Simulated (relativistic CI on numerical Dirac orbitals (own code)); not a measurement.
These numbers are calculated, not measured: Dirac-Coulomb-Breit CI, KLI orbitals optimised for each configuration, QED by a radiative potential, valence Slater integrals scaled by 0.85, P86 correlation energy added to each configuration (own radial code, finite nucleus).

Configurations in the expansion (outside the closed core [Kr] 4d10): 4f¹⁴5s²5p⁶5d, 4f¹⁴5s²5p⁶6s, 4f¹⁴5s²5p⁶6p, 4f¹⁴5s²5p⁶5f, 4f¹⁴5s²5p⁶5g, 4f¹⁴5s²5p⁶7s, 4f¹⁴5s²5p⁵5d², 4f¹⁴5s²5p⁶6d, 4f¹³5s²5p⁶5d², 4f¹⁴5s²5p⁶7p, 4f¹⁴5s²5p⁶7d, 4f¹⁴5s²5p⁶8s, 4f¹⁴5s²5p⁶6f, 4f¹³5s²5p⁶5d6s, 4f¹⁴5s²5p⁶8p, 4f¹⁴5s²5p⁵5d5f, 4f¹³5s²5p⁶5d6p, 4f¹⁴5s²5p⁵5d5g, 4f¹⁴5s²5p⁵5d6s, 4f¹⁴5s5p⁶5d², 4f¹³5s²5p⁶5d6d, 4f¹³5s²5p⁶5d7s, 4f¹³5s²5p⁶5d5f, 4f¹⁴5s²5p⁵5d6p. Double excitations out of closed p, d and f shells are left out; levels of such configurations are missing from the list, as are those of other unlisted configurations, and high levels can miss mixing partners.

At this charge configurations can still be misplaced by up to about 7 % of their energy. Levels and lines within the n = 5 or 6 shells can be off by up to 10 % or somewhat more, and those that change n by about 2 %, since core polarisation is missing. Levels that differ in their count of f electrons can be misplaced by several ten thousand cm⁻¹, since the correlation energy of f electrons is missing or only estimated; rates across such gaps can be off by orders of magnitude.

Outline of the computed level scheme of Ta V. Lowest level of each configuration: 4f¹⁴5s²5p⁶5d ²D3/2 at 0.0000 eV; 4f¹⁴5s²5p⁶6s ²S1/2 at 6.3081 eV; 4f¹⁴5s²5p⁶6p ²P°1/2 at 13.5574 eV; 4f¹⁴5s²5p⁶6d ²D3/2 at 24.8602 eV; 4f¹³5s²5p⁶5d² ⁴D°5/2 at 24.9360 eV; 4f¹⁴5s²5p⁶7s ²S1/2 at 25.9155 eV; 4f¹⁴5s²5p⁶5f ²F°5/2 at 26.1256 eV.

Some strong electric-dipole decays among the lowest 45 levels: 4f¹⁴5s²5p⁶5f ²F°7/2 → 4f¹⁴5s²5p⁶5d ²D5/2 (6.5e+09 s⁻¹); 4f¹⁴5s²5p⁶5f ²F°5/2 → 4f¹⁴5s²5p⁶5d ²D3/2 (6.4e+09 s⁻¹); 4f¹⁴5s²5p⁶6d ²D3/2 → 4f¹⁴5s²5p⁶6p ²P°1/2 (3.3e+09 s⁻¹); 4f¹⁴5s²5p⁶6d ²D5/2 → 4f¹⁴5s²5p⁶6p ²P°3/2 (3.2e+09 s⁻¹); 4f¹⁴5s²5p⁶6p ²P°3/2 → 4f¹⁴5s²5p⁶5d ²D5/2 (2.7e+09 s⁻¹); 4f¹⁴5s²5p⁶7s ²S1/2 → 4f¹⁴5s²5p⁶6p ²P°3/2 (2.5e+09 s⁻¹); 4f¹⁴5s²5p⁶6p ²P°1/2 → 4f¹⁴5s²5p⁶5d ²D3/2 (2.5e+09 s⁻¹); 4f¹³5s²5p⁶5d² ²G°7/2 → 4f¹⁴5s²5p⁶5d ²D5/2 (1.8e+09 s⁻¹).

LS names give the leading component of a level, which can be under half, so a name can repeat, a term be missing and a line seem to break the LS rules.
